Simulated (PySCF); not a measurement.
# Two-component Hartree-Fock for P⁶⁺ (phosphorus, charge +6)

Start: [He] 2s2 2p5; 2p1/2 filled at m_j = +1/2; 2p3/2 filled at m_j = -3/2, -1/2, +1/2, +3/2. Calculated with PySCF 2.14 in an uncontracted even-tempered set (19 s from 0.6 bohr⁻², ratio 2.4; 12 p from 0.78 bohr⁻², ratio 2.4; 5 d from 5.6 bohr⁻², ratio 2.6; 5 f from 8.5 bohr⁻², ratio 2.6): generalised Hartree-Fock with the X2C-1e Hamiltonian and a Gaussian nucleus; one run each with spin-orbit coupling (SO) screened by Boettger's factors, then bare. This is a chosen level, not necessarily the ground level.

```tsv
spinor shell	electrons	ε, screened SO (eV)	ε, bare SO (eV)	weight of nominal j (bare SO)	rms radius, bare SO (bohr)
1s1/2	2	-2318.1	-2318.2	1.000	0.120
2s1/2	2	-320.49	-320.50	1.000	0.543
2p1/2	1	-271.05	-271.16	0.990	0.506
2p3/2	4	-267.05	-267.01	0.996	0.510
```

| quantity | screened SO | bare SO |
| --- | --- | --- |
| E (hartree) | -327.10473 | -327.10126 |
| M_J | 1/2 | 1/2 |
| ⟨J²⟩ | 0.776 | 0.769 |
| ⟨L²⟩ | 2.002 | 2.002 |
| ⟨S²⟩ | 0.751 | 0.751 |

Each row is a mean over spinors that exchange with the open shell spreads, by up to 4.970 eV (2s1/2).
